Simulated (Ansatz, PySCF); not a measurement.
Si(F)(Cl)(Et)(OH) (C2H6ClFOSi), SMILES CC[Si](O)(F)Cl. Atoms are numbered in the order given.

```xyz
12

C      2.2704    -1.1049    -0.2399
C      1.6916     0.2993    -0.0165
Si    -0.1259     0.3148     0.3305
O     -0.4285    -0.5023     1.7271
F     -0.6682     1.8390     0.4621
Cl    -1.2055    -0.5233    -1.2294
H      2.1239    -1.7397     0.6477
H      1.7800    -1.6043    -1.0901
H      3.3502    -1.0631    -0.4509
H      2.1874     0.7999     0.8340
H      1.8659     0.9431    -0.8958
H     -1.3451    -0.6843     1.9670
```
Charge 0, spin multiplicity 1.

Coordinates come from a B3LYP-D3(BJ)/def2-SVP optimisation. The values are those of a single conformer.

Two levels are set side by side: PBE-D3(BJ)/def2-SVP (Ansatz, a program for electronic structure) and B3LYP-D3(BJ)/def2-SVP (Ansatz). Each level has its own optimised geometry; the coordinates shown are those of the second. Frequencies come from the Hessian of PySCF at each geometry. Differences are taken from unrounded values.

```
quantity                            B3LYP-D3(BJ)
----------------------------------  ------------
mean bond length (Å)                       1.382
bond C1–C2 (Å)                             1.535
bond C2–Si3 (Å)                            1.850
bond Si3–O4 (Å)                            1.646
bond Si3–F5 (Å)                            1.623
bond Si3–Cl6 (Å)                           2.074
bond C1–H7 (Å)                             1.101
bond C1–H8 (Å)                             1.101
bond C1–H9 (Å)                             1.101
bond C2–H10 (Å)                            1.104
bond C2–H11 (Å)                            1.104
bond O4–H12 (Å)                            0.965
highest harmonic wavenumber (cm⁻¹)          3874
mean harmonic wavenumber (cm⁻¹)             1240
zero-point energy (kcal/mol)               53.18
```

Q: What does PBE-D3(BJ) give, and how far is it from B3LYP-D3(BJ)? (The exact figures need the calculation; the answer reports its results.)

A: 
| quantity | PBE-D3(BJ) | PBE-D3(BJ) minus B3LYP-D3(BJ) |
|---|---|---|
| mean bond length (Å) | 1.390 | 0.008 |
| bond C1–C2 (Å) | 1.535 | 0.000 |
| bond C2–Si3 (Å) | 1.858 | 0.008 |
| bond Si3–O4 (Å) | 1.660 | 0.014 |
| bond Si3–F5 (Å) | 1.635 | 0.012 |
| bond Si3–Cl6 (Å) | 2.080 | 0.006 |
| bond C1–H7 (Å) | 1.108 | 0.007 |
| bond C1–H8 (Å) | 1.109 | 0.008 |
| bond C1–H9 (Å) | 1.108 | 0.007 |
| bond C2–H10 (Å) | 1.112 | 0.008 |
| bond C2–H11 (Å) | 1.111 | 0.008 |
| bond O4–H12 (Å) | 0.973 | 0.008 |
| highest harmonic wavenumber (cm⁻¹) | 3766 | -108 |
| mean harmonic wavenumber (cm⁻¹) | 1209 | -31 |
| zero-point energy (kcal/mol) | 51.84 | -1.35 |

GGA bonds tend to be longer and softer than those of functionals with exact exchange. Differences between two approximate levels are no errors against the true value.
